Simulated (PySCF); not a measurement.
B(Me)2(Et) (C4H11B), SMILES C(C)B(C)C. Geometry optimised at PBE-D3(BJ)/def2-SVP. The values are those of a single conformer.

Computed equilibrium geometry at PBE-D3(BJ)/def2-SVP (PySCF confirms it by a frequency run) as a Z-matrix (one conformer of several):
```
B
C 1 1.5781
H 2 1.1079 1 115.50
H 2 1.1113 3 109.17 1 127.29
H 2 1.1155 3 107.50 4 112.66
C 1 1.5788 2 120.05 3 -7.27
H 6 1.1085 1 115.73 2 -169.62
H 6 1.1113 7 109.26 1 -127.65
H 6 1.1156 7 107.41 8 -112.92
C 1 1.5831 2 120.77 3 173.39
H 10 1.1163 1 107.41 2 -133.50
H 10 1.1187 11 102.21 1 109.94
C 10 1.5308 11 111.03 12 117.89
H 13 1.1095 10 112.62 11 -56.09
H 13 1.1098 14 107.13 10 123.05
H 13 1.1101 14 107.06 15 114.08
```
